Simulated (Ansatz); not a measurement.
Trimethylarsine (`C[As](C)C`), relaxed with RKS PBE-D4/def2-SVP in Ansatz 0.2.0 from a rough embedded geometry. The force threshold is 0.03 eV/Å; the program also tests the step.

The species carries charge 0 and has multiplicity 1.

Start:

```xyz
13

C     0.446   -0.250    1.526
As   -0.856   -0.683    0.196
C    -1.055    1.182   -0.345
C     0.415   -1.046   -1.186
H    -0.012    0.209    2.439
H     1.268    0.433    1.184
H     0.954   -1.184    1.911
H    -0.135    1.703   -0.481
H    -1.643    1.285   -1.304
H    -1.643    1.770    0.423
H    -0.002   -1.110   -2.190
H     0.957   -2.017   -0.975
H     1.306   -0.291   -1.197
```

**Question.** How much energy does the relaxation release, and in how many steps? (Best estimate.)

**Answer.** Ansatz gave: 31.73 kJ/mol, in 3 steps.

**Question.** Which bonds change most? (An estimate is asked.)

**Answer.** Computed: C1–As2 from 1.911 to 1.988 Å; As2–C4 from 1.912 to 1.988 Å; C4–H13 from 1.168 to 1.109 Å; C3–H8 from 1.066 to 1.109 Å.

**Question.** Give the relaxed structure. (Estimate.)

**Answer.** The calculation gave: 
```xyz
13

C     0.495   -0.261    1.619
As   -0.825   -0.633    0.180
C    -1.108    1.258   -0.364
C     0.501   -1.082   -1.231
H    -0.023    0.201    2.483
H     1.299    0.418    1.270
H     0.946   -1.215    1.958
H    -0.145    1.787   -0.517
H    -1.692    1.284   -1.305
H    -1.691    1.781    0.419
H    -0.013   -1.149   -2.210
H     0.952   -2.069   -1.009
H     1.304   -0.320   -1.292
```
